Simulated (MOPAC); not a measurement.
MOPAC input (AM1):

```
AM1 PRECISE GNORM=0.05 LET XYZ GEO-OK AUX(PRECISION=9) THREADS=1
C2H8GeO

C     2.88887800 1   -0.12196200 1    0.02848600 1
C     1.50410600 1   -0.00348300 1   -0.57444300 1
O     0.54113900 1   -0.07019000 1    0.47019000 1
Ge   -1.19387400 1    0.04425500 1    0.04858500 1
H     2.99266600 1   -1.06981600 1    0.55834200 1
H     3.06511900 1    0.68818700 1    0.73739100 1
H     3.65117100 1   -0.07385400 1   -0.75232500 1
H     1.41124400 1    0.94568600 1   -1.11980200 1
H     1.33877500 1   -0.81268500 1   -1.29888900 1
H    -1.92854800 1   -0.06196200 1    1.38877800 1
H    -1.45504800 1    1.39549600 1   -0.64925800 1
H    -1.55843300 1   -1.11302800 1   -0.90474700 1
```

Output:

```
 *******************************************************************************
 **                                                                           **
 **                              MOPAC v23.2.5                                **
 **                                                                           **
 *******************************************************************************
 ** MOPAC's Digital Object Identifier: https://doi.org/10.5281/zenodo.6511958 **
 **                                                                           **
 ** Please cite the open-source release paper for use of this MOPAC version:  **
 ** J. E. Moussa and J. J. P. Stewart (2026)                                  **
 ** MOPAC: An open-source semiempirical molecular orbital program             **
 ** J. Open Source Softw., 11(119), 8025, https://doi.org/10.21105/joss.08025 **
 *******************************************************************************

                              AM1 CALCULATION RESULTS

 *******************************************************************************
 *  AM1        - The AM1 Hamiltonian to be used
 *  GEO-OK     - OVERRIDE INTERATOMIC DISTANCE AND OTHER SAFETY CHECKS
 *  LET        - OVERRIDE SOME SAFETY CHECKS
 *  PRECISE    - TIGHTER CRITERIA TO BE USED
 *  XYZ        - CARTESIAN COORDINATE SYSTEM TO BE USED
 *  GNORM      - EXIT WHEN GRADIENT NORM DROPS BELOW 0.050
 *  AUX        - OUTPUT AUXILIARY INFORMATION
 *******************************************************************************
AM1 PRECISE GNORM=0.05 LET XYZ GEO-OK AUX(PRECISION=9) THREADS=1
 C2H8GeO

   ATOM   CHEMICAL          X               Y               Z
  NUMBER   SYMBOL      (ANGSTROMS)     (ANGSTROMS)     (ANGSTROMS)

     1       C          2.88887800  *  -0.12196200  *   0.02848600  *
     2       C          1.50410600  *  -0.00348300  *  -0.57444300  *
     3       O          0.54113900  *  -0.07019000  *   0.47019000  *
     4      Ge         -1.19387400  *   0.04425500  *   0.04858500  *
     5       H          2.99266600  *  -1.06981600  *   0.55834200  *
     6       H          3.06511900  *   0.68818700  *   0.73739100  *
     7       H          3.65117100  *  -0.07385400  *  -0.75232500  *
     8       H          1.41124400  *   0.94568600  *  -1.11980200  *
     9       H          1.33877500  *  -0.81268500  *  -1.29888900  *
    10       H         -1.92854800  *  -0.06196200  *   1.38877800  *
    11       H         -1.45504800  *   1.39549600  *  -0.64925800  *
    12       H         -1.55843300  *  -1.11302800  *  -0.90474700  *

          CARTESIAN COORDINATES

    NO.       ATOM           X           Y           Z

     1         C          2.8889     -0.1220      0.0285
     2         C          1.5041     -0.0035     -0.5744
     3         O          0.5411     -0.0702      0.4702
     4        Ge         -1.1939      0.0443      0.0486
     5         H          2.9927     -1.0698      0.5583
     6         H          3.0651      0.6882      0.7374
     7         H          3.6512     -0.0739     -0.7523
     8         H          1.4112      0.9457     -1.1198
     9         H          1.3388     -0.8127     -1.2989
    10         H         -1.9285     -0.0620      1.3888
    11         H         -1.4550      1.3955     -0.6493
    12         H         -1.5584     -1.1130     -0.9047

  H: (AM1): M.J.S. DEWAR ET AL, J. AM. CHEM. SOC. 107 3902-3909 (1985)
  C: (AM1): M.J.S. DEWAR ET AL, J. AM. CHEM. SOC. 107 3902-3909 (1985)
  O: (AM1): M.J.S. DEWAR ET AL, J. AM. CHEM. SOC. 107 3902-3909 (1985)
 Ge: (AM1): M.J.S.Dewar and C.Jie, Organometallics, 8, 1544, (1989)

           Empirical Formula: C2 H8 O Ge  =    12 atoms

      MOLECULAR POINT GROUP   :   Cs

      RHF CALCULATION, NO. OF DOUBLY OCCUPIED LEVELS = 13

          Geometry optimization using EF

          DIAGONAL MATRIX USED AS START HESSIAN

 CYCLE:     1  GRAD.:   123.760 HEAT: -43.41663
 CYCLE:     2  GRAD.:   290.461 HEAT: -33.23800
 CYCLE:     3  GRAD.:   198.393 HEAT: -28.52693
 CYCLE:     4  GRAD.:   125.811 HEAT: -43.60600
 CYCLE:     5  GRAD.:   184.082 HEAT: -36.43107
 CYCLE:     6  GRAD.:   186.446 HEAT: -40.41013
 CYCLE:     7  GRAD.:   185.005 HEAT: -28.71166
 CYCLE:     8  GRAD.:   130.645 HEAT: -43.31286
 CYCLE:     9  GRAD.:   314.140 HEAT: -19.66692
 CYCLE:    10  GRAD.:   223.304 HEAT: -36.46051
 CYCLE:    11  GRAD.:   199.813 HEAT: -30.23087
 CYCLE:    12  GRAD.:   105.966 HEAT: -44.34852
 CYCLE:    13  GRAD.:   192.056 HEAT: -40.65120
 CYCLE:    14  GRAD.:    38.027 HEAT: -48.64788
 CYCLE:    15  GRAD.:    26.334 HEAT: -48.64468
 CYCLE:    16  GRAD.:     8.080 HEAT: -49.07496
 CYCLE:    17  GRAD.:    46.732 HEAT: -48.47439
 CYCLE:    18  GRAD.:     3.464 HEAT: -49.12029
 CYCLE:    19  GRAD.:     9.963 HEAT: -49.11447
 CYCLE:    20  GRAD.:     5.831 HEAT: -49.16077
 CYCLE:    21  GRAD.:     4.860 HEAT: -49.20555
 CYCLE:    22  GRAD.:     3.005 HEAT: -49.24224
 CYCLE:    23  GRAD.:     1.682 HEAT: -49.26110
 CYCLE:    24  GRAD.:     1.272 HEAT: -49.26642
 CYCLE:    25  GRAD.:     1.231 HEAT: -49.27212
 CYCLE:    26  GRAD.:     0.385 HEAT: -49.27701
 CYCLE:    27  GRAD.:     0.230 HEAT: -49.27724
 CYCLE:    28  GRAD.:     0.200 HEAT: -49.27734
 CYCLE:    29  GRAD.:     0.145 HEAT: -49.27740
 CYCLE:    30  GRAD.:     0.036 HEAT: -49.27742

     GRADIENT =  0.03638 IS LESS THAN CUTOFF =  0.05000

 -------------------------------------------------------------------------------
 AM1 PRECISE GNORM=0.05 LET XYZ GEO-OK AUX(PRECISION=9) THREADS=1
 C2H8GeO

     GEOMETRY OPTIMISED USING EIGENVECTOR FOLLOWING (EF).
     SCF FIELD WAS ACHIEVED

                              AM1 CALCULATION
                                                       MOPAC v23.2.5 Linux

          FINAL HEAT OF FORMATION =        -49.27742 KCAL/MOL =    -206.17673 KJ/MOL

          COSMO AREA              =        129.36 SQUARE ANGSTROMS
          COSMO VOLUME            =        117.50 CUBIC ANGSTROMS

          GRADIENT NORM           =          0.03638          =       0.01050 PER ATOM
          IONIZATION POTENTIAL    =         10.428111 EV
          HOMO LUMO ENERGIES (EV) =        -10.428  0.695
          NO. OF FILLED LEVELS    =         13
          MOLECULAR WEIGHT        =        120.6746         POINT GROUP:  Cs

          MOLECULAR DIMENSIONS (Angstroms)

            Atom       Atom       Distance
            H    10    H     7     5.94919
            H     5    H    11     3.70731
            H    12    H     6     3.53701

          SCF CALCULATIONS        =         31

   ATOM   CHEMICAL          X               Y               Z
  NUMBER   SYMBOL      (ANGSTROMS)     (ANGSTROMS)     (ANGSTROMS)

     1       C          2.87166169  *  -0.11675396  *  -0.01548375  *
     2       C          1.44602792  *  -0.00668007  *  -0.52008025  *
     3       O          0.59132755  *  -0.08366139  *   0.58220360  *
     4      Ge         -1.19264228  *   0.04778361  *   0.01353400  *
     5       H          3.01942687  *  -1.08677149  *   0.51567337  *
     6       H          3.09332561  *   0.71113792  *   0.69890108  *
     7       H          3.57644654  *  -0.05783523  *  -0.87790330  *
     8       H          1.30282737  *   0.97332421  *  -1.05851184  *
     9       H          1.22796128  *  -0.84337527  *  -1.24341981  *
    10       H         -1.93702229  *  -0.05842988  *   1.35694875  *
    11       H         -1.30543113  *   1.42029460  *  -0.67782456  *
    12       H         -1.41108111  *  -1.14353556  *  -0.93907672  *

                             CARTESIAN COORDINATES

   1    C        2.871661685    -0.116753957    -0.015483754
   2    C        1.446027922    -0.006680074    -0.520080252
   3    O        0.591327548    -0.083661394     0.582203598
   4   Ge       -1.192642283     0.047783613     0.013533999
   5    H        3.019426875    -1.086771488     0.515673370
   6    H        3.093325615     0.711137917     0.698901076
   7    H        3.576446538    -0.057835229    -0.877903299
   8    H        1.302827370     0.973324212    -1.058511843
   9    H        1.227961281    -0.843375275    -1.243419806
  10    H       -1.937022286    -0.058429876     1.356948753
  11    H       -1.305431125     1.420294605    -0.677824559
  12    H       -1.411081114    -1.143535563    -0.939076720

           Empirical Formula: C2 H8 O Ge  =    12 atoms

      MOLECULAR POINT GROUP   :   Cs

                  EIGENVALUES
 -37.49101 -30.70747 -23.04301 -17.26996 -16.10108 -14.98226 -14.50256 -12.92198
 -12.79123 -11.66935 -11.65371 -11.38020 -10.42811   0.69547   0.83590   0.84649
   2.09461   4.03961   4.23288   4.47658   4.64177   5.00256   5.17510   5.75365

              NET ATOMIC CHARGES AND DIPOLE CONTRIBUTIONS

  ATOM NO.   TYPE          CHARGE      No. of ELECS.   s-Pop       p-Pop
    1          C          -0.212479        4.2125     1.22679     2.98568
    2          C          -0.005790        4.0058     1.22132     2.78447
    3          O          -0.457633        6.4576     1.89400     4.56363
    4         Ge           0.692411        3.3076     0.90953     2.39806
    5          H           0.085265        0.9147     0.91473
    6          H           0.085268        0.9147     0.91473
    7          H           0.073705        0.9263     0.92630
    8          H           0.047665        0.9523     0.95234
    9          H           0.047668        0.9523     0.95233
   10          H          -0.100510        1.1005     1.10051
   11          H          -0.127782        1.1278     1.12778
   12          H          -0.127787        1.1278     1.12779
 DIPOLE           X         Y         Z       TOTAL
 POINT-CHG.    -1.286     0.176    -1.208     1.773
 HYBRID         0.393     0.003    -0.192     0.438
 SUM           -0.892     0.179    -1.400     1.670

          ATOMIC ORBITAL ELECTRON POPULATIONS

     Atom    s        px        py        pz
    1  C   1.22679   0.94182   1.03327   1.01059
    2  C   1.22132   0.91801   0.97809   0.88838
    3  O   1.89400   1.28209   1.94086   1.34068
    4 Ge   0.90953   0.69055   0.85297   0.85454
    5  H   0.91473
    6  H   0.91473
    7  H   0.92630
    8  H   0.95234
    9  H   0.95233
   10  H   1.10051
   11  H   1.12778
   12  H   1.12779

 **********************
 *                    *
 * JOB ENDED NORMALLY *
 *                    *
 **********************

 == MOPAC DONE ==
```

The geometry given is a B3LYP-D3(BJ)/def2-TZVP minimum.
